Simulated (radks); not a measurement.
Problem. The mean radii <r> (bohr) of the occupied orbitals of an atom or ion are listed with their occupations. Method: scalar-relativistic Kohn-Sham, LDA (Slater exchange, Perdew-Wang correlation), spin-polarised, spherical densities, finite nucleus; Fermi nuclear charge, rms radius of each element as measured or else 0.836 A^(1/3) + 0.57 fm; computed with a radial shooting solver on a logarithmic mesh with Libxc functionals.

orbital  occ.      <r>
1s          2  0.02613
2s          2   0.1122
2p          6  0.09825
3s          2   0.2995
3p          6   0.2973
3d         10   0.2737
4s          2   0.6950
4p          6   0.7399
4d         10   0.8373
5s          2    1.733
5p          6    2.069

Name the element and its charge. Open shells, if any, are filled with parallel spins first.

Solution. Z = 55, caesium, charge +1: Cs+ in [Xe]. The 1s radius gives Z: for a bare nucleus <r> = (2 gamma + 1)/(2Z) with gamma = sqrt(1 - (Z/c)^2), 0.02574 bohr for Z = 55, and screening makes it slightly larger (0.02613 here). The occupations add up to 54, and the charge is Z minus that.
